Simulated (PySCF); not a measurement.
Predicted microwave data (CAM-B3LYP/def2-SVPD in PySCF (dipole) on a GFN2-xTB geometry, gas phase) for one isomer of C6H10N2:

| Quantity | Value |
| --- | --- |
| Rotational constants | A = 5429, B = 1274, C = 1134 MHz |
| Dipole components | \|μa\| = 2.97 D, \|μb\| = 2.41 D, \|μc\| = 0.17 D |
| Inertial defect | -44.16 u·Å² |
| κ | -0.93 |

Question: Which candidate fits, each taken in the one conformer that was computed?
A. `[CH:1]#[C:2][CH2:3][NH:4][N:5]=[C:6]([CH3:7])[CH3:8]` with C2–C3–N4–N5 -89°, C3–N4–N5–C6 158°
B. `[CH2:1]=[CH:2]/[C:3]([CH2:4][CH3:5])=[N:6]\[N:7]=[CH2:8]` with C1–C2–C3–C4 167°, C2–C3–C4–C5 -72°, C3–N6–N7–C8 -107°
C. `[CH3:1][CH:2]([CH3:3])[c:4]1[n:5][cH:6][cH:7][nH:8]1` with C1–C2–C4–N5 118°
D. `[CH2:1]=[CH:2]/[C:3]([CH3:4])=[N:5]/[N:6]=[CH:7]\[CH3:8]` with C1–C2–C3–C4 1°, C3–N5–N6–C7 -103°
E. `[CH3:1][CH2:2][c:3]1[cH:4][n:5]([CH3:6])[cH:7][n:8]1` with C1–C2–C3–C4 91°

Answer: E. It is CCc1cn(C)cn1, a near-prolate asymmetric top, point group C1. The candidates at the same level (rigid rotor, commonest isotopes):

```csv
SMILES,A (MHz),B (MHz),C (MHz),μa (D),μb (D),μc (D),Δ (u·Å²),point group,rotor
CC(C)c1ncc[nH]1,4383,1427,1399,1.24,3.27,0.04,-108.29,Cs,near-prolate asymmetric top
CCc1cn(C)cn1,5429,1274,1134,2.97,2.41,0.17,-44.16,C1,near-prolate asymmetric top
C=C/C(CC)=N\N=C,3259,1400,1069,0.27,1.16,0.99,-43.48,C1,asymmetric top
C=C/C(C)=N/N=C\C,4832,1025,995.8,0.47,1.47,1.55,-90.22,C1,near-prolate asymmetric top
C#CCNN=C(C)C,3980,986.8,973.5,0.48,1.41,1.01,-119.95,C1,near-prolate asymmetric top
```

`C#CCNN=C(C)C` has A 27 % too low; `C=C/C(C)=N/N=C\C` has B 20 % too low; `CC(C)c1ncc[nH]1` has C 23 % too high; `C=C/C(CC)=N\N=C` has A 40 % too low. No structure here is proved a minimum.
